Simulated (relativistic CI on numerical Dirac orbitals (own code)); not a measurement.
**Pd+ (4d9) in a crystal field**

Calculated by Dirac-Coulomb-Breit CI, KLI orbitals optimised for each configuration, QED by a radiative potential, valence Slater integrals scaled by 0.85, one configuration in a parametric crystal field (own radial code).

Field parameters in Wybourne normalisation: D3d B²₀ = −7Dσ, B⁴₀ = −14Dq − 21Dτ, B⁴₃ = −14√(10/7) Dq; Oh B⁴₀ = 21Dq, B⁴₄ = √(5/14) B⁴₀. The field is a parameter set, without covalency.

S and J are read from ⟨S²⟩ = S(S + 1) and ⟨J²⟩ = J(J + 1) of each level; they are not fictitious spins.

D3d, 10Dq = 21850, Dσ = -800, Dτ = -120 cm⁻¹, the lowest 5 levels:

| E (cm⁻¹) | Degeneracy | Irrep | S | J |
| --- | --- | --- | --- | --- |
| 0.0 | 2 | Γ5+Γ6 | 0.50 | 2.23 |
| 122 | 2 | Γ4 | 0.50 | 2.20 |
| 19231 | 2 | Γ4 | 0.50 | 2.29 |
| 22322 | 2 | Γ4 | 0.50 | 2.13 |
| 23548 | 2 | Γ5+Γ6 | 0.50 | 1.86 |

Principal g values of the ground doublet: 0.00, 0.00, 2.44.

Oh, 10Dq = 15650 cm⁻¹, the lowest 3 levels:

```json
{"E (cm⁻¹)": "0.0", "Degeneracy": "4", "Irrep": "Γ8", "S": "0.50", "J": "2.23"}
{"E (cm⁻¹)": "14475", "Degeneracy": "2", "Irrep": "Γ7", "S": "0.50", "J": "2.50"}
{"E (cm⁻¹)": "16645", "Degeneracy": "4", "Irrep": "Γ8", "S": "0.50", "J": "1.85"}
```

Oh, 10Dq = 7300 cm⁻¹, the lowest 3 levels:

```tsv
E (cm⁻¹)	Degeneracy	Irrep	S	J
0.0	4	Γ8	0.50	2.31
6286	2	Γ7	0.50	2.50
8616	4	Γ8	0.50	1.76
```

The free-ion ground term has S = 1/2. Every field shown keeps that spin.

Levels of this model without a field, named by their leading LS term: ²D5/2 0, ²D3/2 3344 cm⁻¹.
